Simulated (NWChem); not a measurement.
Molecule: C2H6BClO; SMILES COB(C)Cl

```xyz
11

B     -0.1990     0.0703     0.0036
Cl     0.4324     1.7356    -0.0008
C     -1.7555    -0.1330     0.0009
H     -2.0925    -1.1789     0.0282
H     -2.1808     0.3408    -0.8991
H     -2.2003     0.3987     0.8574
O      0.7464    -0.8821     0.0050
C      0.5333    -2.2687    -0.0029
H      0.7844    -2.6763    -0.9949
H      1.2016    -2.7319     0.7379
H     -0.5056    -2.5415     0.2387
```
Atoms are numbered in this order, from 1.

Program: NWChem. Geometry: optimised at PBE0/def2-SVP. Vertical excitations in the gas phase; the lowest state need not have the same character in each row.

| level | lowest excitation, singlet (eV) | oscillator strength of that lowest state | lowest state with f > 0.02, singlet (eV) | oscillator strength of that bright state | orbital gap (eV) |
|---|---|---|---|---|---|
| PBE/def2-SVP, TDA | 6.42 | 0.001 | 7.39 | 0.161 | 6.34 |
| B3LYP/def2-SVP, TDA | 6.96 | 0.001 | 7.89 | 0.170 | 8.28 |
| PBE0/def2-SVP, TDA | 7.13 | 0.002 | 8.06 | 0.183 | 8.81 |
| Hartree-Fock/def2-SVP, CIS | 8.88 | 0.004 | 9.99 | 0.196 | 16.07 |
